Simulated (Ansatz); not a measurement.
Start from `[BH2][GeH]([F])[GaH2]` and change one atom or group to get `[F][GeH2][GaH2]`.

Ansatz, PBE0-D4/def2-TZVP geometries, multiplicity 1. 

Scalar relativity is left out up to krypton.

```json
{"property": "LUMO energy (PBE0/def2-TZVPP) / eV", "`[BH2][GeH]([F])[GaH2]`": "-2.83"}
{"property": "HOMO energy (ωB97M-V/def2-TZVPP) / eV", "`[BH2][GeH]([F])[GaH2]`": "-9.42"}
{"property": "ideal-gas entropy at 298 K and 1 bar (rigid rotor, harmonic PBE0-D4/def2-TZVP) / J/(mol·K)", "`[BH2][GeH]([F])[GaH2]`": "378"}
{"property": "LUMO energy (ωB97M-V/def2-TZVPP) / eV", "`[BH2][GeH]([F])[GaH2]`": "-1.01"}
{"property": "HOMO–LUMO gap (PBE/def2-TZVPP) / eV", "`[BH2][GeH]([F])[GaH2]`": "2.69"}
{"property": "LUMO energy (PBE/def2-TZVPP) / eV", "`[BH2][GeH]([F])[GaH2]`": "-3.69"}
```

(1) What does the change do to each property? (Best estimate.)

## Answers

(1) Computed: 
```json
{"property": "LUMO energy (PBE0/def2-TZVPP) / eV", "`[F][GeH2][GaH2]`": "-2.40", "shift": "0.43"}
{"property": "HOMO energy (ωB97M-V/def2-TZVPP) / eV", "`[F][GeH2][GaH2]`": "-9.83", "shift": "-0.41"}
{"property": "ideal-gas entropy at 298 K and 1 bar (rigid rotor, harmonic PBE0-D4/def2-TZVP) / J/(mol·K)", "`[F][GeH2][GaH2]`": "338", "shift": "-40"}
{"property": "LUMO energy (ωB97M-V/def2-TZVPP) / eV", "`[F][GeH2][GaH2]`": "-0.67", "shift": "0.34"}
{"property": "HOMO–LUMO gap (PBE/def2-TZVPP) / eV", "`[F][GeH2][GaH2]`": "3.47", "shift": "0.78"}
{"property": "LUMO energy (PBE/def2-TZVPP) / eV", "`[F][GeH2][GaH2]`": "-3.18", "shift": "0.51"}
```

With PBE0 the HOMO falls by 0.35 eV and the LUMO rises by 0.43 eV, so the gap widens by about 0.78 eV. PBE moves the HOMO by -0.27 eV and ωB97M-V by -0.41 eV. The zero-point energy changes by -32.5 kJ/mol with -6 modes.
